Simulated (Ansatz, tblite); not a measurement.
Forces on the cluster Cu₃F₄⁻ at its r2SCAN-D4/def2-SVPD geometry. The state is a singlet with charge -1.

The xTB rows come from tblite. No other spin state of charge -1 was run. Another isomer (singlet) lies 0.36 eV lower at r2SCAN-D4/def2-TZVPD; other spin states weren't run for this one.

GFN1-xTB (tblite), largest force 0.50 eV/Å:

```xyz
7
positions Å, forces eV/Å
Cu   -0.034   -0.019   -0.007    0.000    0.000    0.000
Cu   -1.156    0.802    3.400   -0.142    0.109    0.468
Cu    1.169   -0.794   -3.397    0.162   -0.097   -0.463
F     1.745   -1.136   -5.043    0.075   -0.046   -0.212
F     0.563   -0.436   -1.681   -0.061    0.020    0.176
F    -0.630    0.397    1.668    0.033   -0.037   -0.182
F    -1.659    1.187    5.061   -0.067    0.051    0.214
```

GFN2-xTB (tblite), largest force 0.48 eV/Å:

```
Cu 0.000 0.000 0.000
Cu -0.136 0.102 0.446
Cu 0.152 -0.092 -0.442
F -0.146 0.087 0.422
F -0.058 0.042 0.163
F 0.060 -0.041 -0.162
F 0.128 -0.097 -0.425
```

PBE-D4/def2-TZVPD (Ansatz), largest force 0.15 eV/Å:

```
Cu 0.011 0.006 0.002
Cu -0.015 0.015 0.095
Cu 0.026 -0.008 -0.093
F 0.051 -0.032 -0.138
F -0.029 -0.001 0.087
F 0.002 -0.014 -0.092
F -0.047 0.035 0.138
```
